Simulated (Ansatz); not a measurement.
The Si2–O1 bond of H4OSi (SMILES O[SiH3]) is stretched (multiplicity 1, the rest rigid).
Geometry at rest (charge 0, multiplicity 1):
```xyz
6

O      1.03867    -0.33474    -0.25624
Si    -0.50882     0.12974     0.09205
H      1.76207     0.09105     0.20942
H     -0.84295    -0.10663     1.51864
H     -1.37924    -0.69223    -0.77093
H     -0.72578     1.56941    -0.19593
```

Cores are frozen in the correlated methods.

Codes used: Ansatz (a quantum-chemistry and plane-wave program) with Gaussian orbitals. Each number belongs to the level named beside it.

FIC-MRCISD+Q on CASSCF(4,3)/cc-pV(T+d)Z, total energies (hartree):

| R (Å) | CASSCF | MRCISD | weight c² of the reference |
|---|---|---|---|
| 1.653 | -366.227291 | -366.581118 | 0.90721 |
| 2.892 | -366.075673 | -366.413313 | 0.90356 |
| 5.289 | -366.055585 | -366.385887 | 0.90576 |

**Question.** Add the Davidson correction (E_MRCISD − E_CASSCF)(1 − c²)/c² and give the energies above the first point at the three levels.

**Answer.** 
Corrections (hartree): -0.036191, -0.036035, -0.034367. Above the first point (kcal/mol):
- R = 2.892 Å: CASSCF 95.1, MRCISD 105.3, with the correction 105.4
- R = 5.289 Å: CASSCF 107.7, MRCISD 122.5, with the correction 123.7

Doubts at one or more of the structures used: active orbitals that take no part (FIC-MRCISD+Q on CASSCF(4,3)/cc-pV(T+d)Z).
